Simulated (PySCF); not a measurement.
SCF from a fresh guess for triplet PtCl₃⁺, at the PBE minimum. PySCF input:

```python
from pyscf import gto, scf, dft
mol = gto.M(atom='''
Pt     0.145460     0.000000    -0.000000
Cl    -2.070090    -0.000000     0.000000
Cl     0.629540     2.151250     0.000000
Cl     0.629540    -2.151250     0.000000''',
    basis={'Pt': 'def2-SVP', 'Cl': 'def2-SVP'},
    ecp={'Pt': 'def2-SVP'},
    charge=1, spin=2)
mf = scf.UHF(mol)
aux = {'Pt': 'def2-universal-JKFIT', 'Cl': 'def2-universal-JKFIT'}
mf = mf.density_fit(auxbasis=aux)
mf.conv_tol = 1e-08
mf.diis_space = 10
mf.max_cycle = 60
mf.init_guess = 'minao'
mf.verbose = 4
mf.kernel()
```

Excerpt of the output (cycles alone):

```
init E= -1484.62247342099
cycle= 1 E= -1495.74226282274  delta_E= -11.1  |g|= 0.733  |ddm|= 5.88
cycle= 2 E= -1495.5709803018  delta_E= 0.171  |g|= 1.07  |ddm|= 1.53
cycle= 3 E= -1496.06660788648  delta_E= -0.496  |g|= 0.107  |ddm|= 0.913
cycle= 4 E= -1496.07665491562  delta_E= -0.01  |g|= 0.0683  |ddm|= 0.212
cycle= 5 E= -1496.08002474736  delta_E= -0.00337  |g|= 0.0324  |ddm|= 0.109
cycle= 6 E= -1496.08171516358  delta_E= -0.00169  |g|= 0.016  |ddm|= 0.0895
cycle= 7 E= -1496.08266015246  delta_E= -0.000945  |g|= 0.0141  |ddm|= 0.0514
cycle= 8 E= -1496.08434148427  delta_E= -0.00168  |g|= 0.0116  |ddm|= 0.101
cycle= 9 E= -1496.08597494364  delta_E= -0.00163  |g|= 0.00943  |ddm|= 0.117
cycle= 10 E= -1496.08710731201  delta_E= -0.00113  |g|= 0.00813  |ddm|= 0.0975
cycle= 11 E= -1496.08805108791  delta_E= -0.000944  |g|= 0.00697  |ddm|= 0.0983
cycle= 12 E= -1496.08896776368  delta_E= -0.000917  |g|= 0.0061  |ddm|= 0.116
cycle= 13 E= -1496.08990485368  delta_E= -0.000937  |g|= 0.0113  |ddm|= 0.229
cycle= 14 E= -1496.0897616041  delta_E= 0.000143  |g|= 0.00603  |ddm|= 0.104
cycle= 15 E= -1496.09016618718  delta_E= -0.000405  |g|= 0.00232  |ddm|= 0.132
cycle= 16 E= -1496.09019206585  delta_E= -2.59e-05  |g|= 0.0013  |ddm|= 0.0139
cycle= 17 E= -1496.09021093775  delta_E= -1.89e-05  |g|= 0.00098  |ddm|= 0.0226
cycle= 18 E= -1496.09021384967  delta_E= -2.91e-06  |g|= 0.000613  |ddm|= 0.0162
cycle= 19 E= -1496.09021522768  delta_E= -1.38e-06  |g|= 0.000264  |ddm|= 0.00801
cycle= 20 E= -1496.09021565932  delta_E= -4.32e-07  |g|= 0.000193  |ddm|= 0.00194
cycle= 21 E= -1496.09021599008  delta_E= -3.31e-07  |g|= 0.000187  |ddm|= 0.00351
cycle= 22 E= -1496.09021622614  delta_E= -2.36e-07  |g|= 9.02e-05  |ddm|= 0.00229
cycle= 23 E= -1496.09021631295  delta_E= -8.68e-08  |g|= 4.2e-05  |ddm|= 0.00138
cycle= 24 E= -1496.09021633795  delta_E= -2.5e-08  |g|= 2.75e-05  |ddm|= 0.00077
cycle= 25 E= -1496.09021634168  delta_E= -3.74e-09  |g|= 2.3e-05  |ddm|= 0.000182
Extra cycle  E= -1496.09021634353  delta_E= -1.84e-09  |g|= 2.02e-05  |ddm|= 6.62e-05
converged SCF energy = -1496.09021634353  <S^2> = 2.257776  2S+1 = 3.1671918
```

This is not the lowest solution: all starts ended here, but a stability analysis within the same unrestricted form found one 19.5 kJ/mol lower, at -1496.09764 Eh.

Open d and f shells are described by one determinant, and the ground state may have another occupation or spin. No spin–orbit coupling is included, which matters more the heavier the element.

The search for the lowest solution, 3 starts and the stability check together, took 23 s on 4 threads of a shared AMD EPYC (Zen 3) host, with 86 basis functions; the process peaked at 0.35 GiB.
